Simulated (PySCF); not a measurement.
H3ClF2Si2 (SMILES F[Si](F)([SiH3])Cl), singlet, at a GFN2-xTB geometry; CAMB3LYP/6-31G*, polarisability (PySCF).

PySCF was given this input:
```python
from pyscf import gto, scf, dft
from pyscf.prop import polarizability

mol = gto.M(
    atom='''
F    -0.665226    1.538459    0.647260
Si   -0.179961    0.076051    0.197223
F    -0.768997   -0.754821    1.437870
Si    2.109564   -0.052139    0.124884
Cl   -1.292385   -0.420365   -1.388588
H     2.539481   -1.428923   -0.133962
H     2.639678    0.807648   -0.936725
H     2.684946    0.379983    1.401014
''',
    basis='6-31g*',
    charge=0,
    spin=0,
    verbose=4,
)

mf = dft.RKS(mol)
mf.xc = 'camb3lyp'
mf.kernel()
alpha = mf.Polarizability().polarizability()[2, 2]
print('alpha_zz =', alpha)
```

Question: Write the output that PySCF gives for this input, abridged.

Answer: 
```
site-packages/pyscf/prop/efg/rhf.py:45: UserWarning: Module EFG is under testing
  warnings.warn('Module EFG is under testing')
site-packages/pyscf/prop/efg/dhf.py:30: UserWarning: Module EFG is under testing
  warnings.warn('Module EFG is under testing')
site-packages/pyscf/prop/zfs/uhf.py:40: UserWarning: Module ZFS is under testing
  warnings.warn('Module ZFS is under testing')
site-packages/pyscf/prop/gtensor/uhf.py:43: UserWarning: Module g-tensor is under testing
  warnings.warn('Module g-tensor is under testing')
site-packages/pyscf/prop/gtensor/uks.py:41: UserWarning: Module g-tensor is under testing
  warnings.warn('Module g-tensor is under testing')
site-packages/pyscf/prop/hfc/uks.py:35: UserWarning: Module HFC is under testing
  warnings.warn('Module HFC is under testing')
site-packages/pyscf/prop/magnetizability/rhf.py:39: UserWarning: Module magnetizability is under testing
  warnings.warn('Module magnetizability is under testing')
site-packages/pyscf/prop/magnetizability/uhf.py:37: UserWarning: Module magnetizability is under testing
  warnings.warn('Module magnetizability is under testing')
site-packages/pyscf/prop/magnetizability/rks.py:37: UserWarning: Module magnetizability is under testing
  warnings.warn('Module magnetizability is under testing')
site-packages/pyscf/prop/magnetizability/uks.py:39: UserWarning: Module magnetizability is under testing
  warnings.warn('Module magnetizability is under testing')
site-packages/pyscf/prop/polarizability/uhf.py:34: UserWarning: Module polarizability is under testing
  warnings.warn('Module polarizability is under testing')
site-packages/pyscf/prop/polarizability/rks.py:29: UserWarning: Module polarizability is under testing
  warnings.warn('Module polarizability is under testing')
site-packages/pyscf/prop/polarizability/uks.py:29: UserWarning: Module polarizability is under testing
  warnings.warn('Module polarizability is under testing')
PySCF version 2.14.0

[INPUT] verbose = 4
[INPUT] num. atoms = 8
[INPUT] num. electrons = 66
[INPUT] charge = 0
[INPUT] spin (= nelec alpha-beta = 2S) = 0
[INPUT] symmetry False subgroup None
[INPUT] Mole.unit = angstrom
[INPUT] Symbol           X                Y                Z      unit          X                Y                Z       unit  Magmom
[INPUT]  1 F     -0.665226000000   1.538459000000   0.647260000000 AA   -1.257094950940   2.907266163872   1.223144131386 Bohr   0.0
[INPUT]  2 Si    -0.179961000000   0.076051000000   0.197223000000 AA   -0.340077003103   0.143715561499   0.372697455465 Bohr   0.0
[INPUT]  3 F     -0.768997000000  -0.754821000000   1.437870000000 AA   -1.453193720612  -1.426404963070   2.717180502728 Bohr   0.0
[INPUT]  4 Si     2.109564000000  -0.052139000000   0.124884000000 AA    3.986498202242  -0.098528430409   0.235996557340 Bohr   0.0
[INPUT]  5 Cl    -1.292385000000  -0.420365000000  -1.388588000000 AA   -2.442253697496  -0.794374722353  -2.624051019858 Bohr   0.0
[INPUT]  6 H      2.539481000000  -1.428923000000  -0.133962000000 AA    4.798923588537  -2.700273123092  -0.253151491099 Bohr   0.0
[INPUT]  7 H      2.639678000000   0.807648000000  -0.936725000000 AA    4.988268477040   1.526233525053  -1.770153704033 Bohr   0.0
[INPUT]  8 H      2.684946000000   0.379983000000   1.401014000000 AA    5.073812599246   0.718063801991   2.647532756681 Bohr   0.0

nuclear repulsion = 376.118854024627
number of shells = 42
number of NR pGTOs = 219
number of NR cGTOs = 88
basis = 6-31g*
ecp = {}

******** <class 'pyscf.dft.rks.RKS'> ********
method = RKS
initial guess = minao
damping factor = 0
level_shift factor = 0
DIIS = <class 'pyscf.scf.diis.CDIIS'>
diis_start_cycle = 1
diis_space = 8
diis_damp = 0
SCF conv_tol = 1e-09
SCF conv_tol_grad = None
SCF max_cycles = 50
direct_scf = True
direct_scf_tol = 1e-13
XC library pyscf.dft.libxc version 7.1.2
    S. Lehtola, C. Steigemann, M. J. T. Oliveira, and M. A. L. Marques,  SoftwareX 7, 1–5 (2018)
XC functionals = camb3lyp
    T. Yanai, D. P. Tew, and N. C. Handy,  Chem. Phys. Lett. 393, 51 (2004)
radial grids:
    Treutler-Ahlrichs [JCP 102, 346 (1995); DOI:10.1063/1.469408] (M4) radial grids

becke partition: Becke, JCP 88, 2547 (1988); DOI:10.1063/1.454033
pruning grids: <function nwchem_prune>
grids dens level: 3
symmetrized grids: False
atomic radii adjust function: <function treutler_atomic_radii_adjust>
small_rho_cutoff = 0
Set gradient conv threshold to 3.16228e-05
Initial guess from minao.
tot grids = 115192
init E= -1241.02281880184
  HOMO = -0.34530628355656  LUMO = -0.0099878299061551  gap/eV = 9.12448
cycle= 1 E= -1240.62893612013  delta_E= 0.394  |g|= 0.808  |ddm|= 2.53
  HOMO = -0.350573917033102  LUMO = -0.0113099986120075  gap/eV = 9.23184
cycle= 2 E= -1240.57178638238  delta_E= 0.0571  |g|= 1.06  |ddm|= 1.45
  HOMO = -0.39301184914375  LUMO = 0.0185462884594014  gap/eV = 11.19907
cycle= 3 E= -1240.75410024326  delta_E= -0.182  |g|= 0.0467  |ddm|= 0.764
  HOMO = -0.390138163238194  LUMO = 0.0271426191974589  gap/eV = 11.35479
cycle= 4 E= -1240.75465904525  delta_E= -0.000559  |g|= 0.0209  |ddm|= 0.0855
  HOMO = -0.390808871919443  LUMO = 0.0260164100221973  gap/eV = 11.34239
cycle= 5 E= -1240.75478951324  delta_E= -0.00013  |g|= 0.0017  |ddm|= 0.0301
  HOMO = -0.391223234890626  LUMO = 0.0257546333147336  gap/eV = 11.34655
cycle= 6 E= -1240.75479069899  delta_E= -1.19e-06  |g|= 0.00037  |ddm|= 0.00344
  HOMO = -0.391153309850393  LUMO = 0.0257898774082539  gap/eV = 11.34560
cycle= 7 E= -1240.75479075733  delta_E= -5.83e-08  |g|= 7.91e-05  |ddm|= 0.000739
  HOMO = -0.391167506826966  LUMO = 0.0257809749981079  gap/eV = 11.34575
cycle= 8 E= -1240.75479076027  delta_E= -2.94e-09  |g|= 1.55e-05  |ddm|= 0.000198
  HOMO = -0.391164848244533  LUMO = 0.0257837636277746  gap/eV = 11.34575
cycle= 9 E= -1240.75479076038  delta_E= -1.07e-10  |g|= 5.22e-06  |ddm|= 3.08e-05
  HOMO = -0.39116448796351  LUMO = 0.0257838360496467  gap/eV = 11.34574
Extra cycle  E= -1240.75479076038  delta_E=    0  |g|= 6.14e-06  |ddm|= 9.28e-06
converged SCF energy = -1240.75479076038
Isotropic polarizability 50.8211742651
Polarizability anisotropy 16.1871795166
alpha_zz = 49.53976372259237
```
